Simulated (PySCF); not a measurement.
# Ne²⁺: ionisation energy

Ne²⁺ [He] 2s2 2p4 (3P) → Ne³⁺ [He] 2s2 2p3 (4S), as a difference of total energies. Calculation: PySCF 2.14, in dyall-av3z; the spin-free X2C one-electron Hamiltonian (Gaussian nucleus). Correlated levels: valence: 1s2 frozen; virtual orbitals above 40 to 60 times the deepest correlated orbital energy dropped. The calculations carry no spin-orbit coupling.

```json
{"method": "UHF", "ionisation energy (eV)": "61.809"}
{"method": "MP2 (valence)", "ionisation energy (eV)": "63.040"}
{"method": "SCS-MP2 (valence)", "ionisation energy (eV)": "63.151"}
{"method": "CCSD (valence)", "ionisation energy (eV)": "63.073"}
{"method": "CCSD(T) (valence)", "ionisation energy (eV)": "63.093"}
```

A first-order spin-orbit estimate (lowest level to lowest level, LS coupling) adds 0.038 eV.

Errors of the correlated levels include the incompleteness of this basis and the frozen core.

**Question.** Which method comes closest to the reference value, and which is furthest?

**Answer.** The reference is 63.423 eV (measured; NIST Atomic Spectra Database, ionization energies). Closest: SCS-MP2 (valence) (error -0.234 eV); furthest: UHF (error -1.576 eV), both after the spin-orbit estimate.
